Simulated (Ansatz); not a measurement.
Gas-phase electronic energies from Ansatz, PBE0-D4/def2-TZVP geometries. CCSD(T)/CBS is the MP2 limit (def2-TZVPP, def2-QZVPP) plus CCSD(T) − MP2 in def2-TZVPP, frozen cores. This one scheme is used for every species. DFT in def2-TZVPP. HSE06 is defined as in plane-wave codes.

Reaction (hydrogenolysis of the Si–C bond): `C[SiH2]C(F)(F)F` + H₂ → `FC(F)(F)[SiH3]` + CH₄

Problem. Is it downhill or uphill in electronic energy at CCSD(T)/CBS, and by how much? (Best estimate.)

Solution. The calculation gave: Downhill: ΔE = -18.7 kJ/mol.

Problem. What do these levels give: B2PLYP, r2SCAN, PBE0, HSE06, LC-ωPBE, CCSD/def2-SVP? (Best estimate.)

Solution. The calculation gave: B2PLYP -25.5, r2SCAN -18.4, PBE0 -23.8, HSE06 -23.7, LC-ωPBE -22.5, CCSD/def2-SVP -35.8 kJ/mol.

Largest T1 diagnostic among the species: 0.013.

The D4 term adds +8.1 kJ/mol with B3LYP and +4.5 kJ/mol with PBE0; it sums over pairs of atoms, weighted by their polarisabilities, and B3LYP, whose exchange is more repulsive, gets the larger term. At CCSD(T), def2-SVP lies −14.6 kJ/mol from the extrapolated value and def2-TZVPP −2.5 kJ/mol. In def2-TZVPP, CCSD(T) changes the Hartree–Fock value by +20.3 kJ/mol (the triples alone add +3.7 kJ/mol) and MP2 by +25.1 kJ/mol.

B3LYP here is the variant with VWN-RPA as its local correlation; programs differ in this.
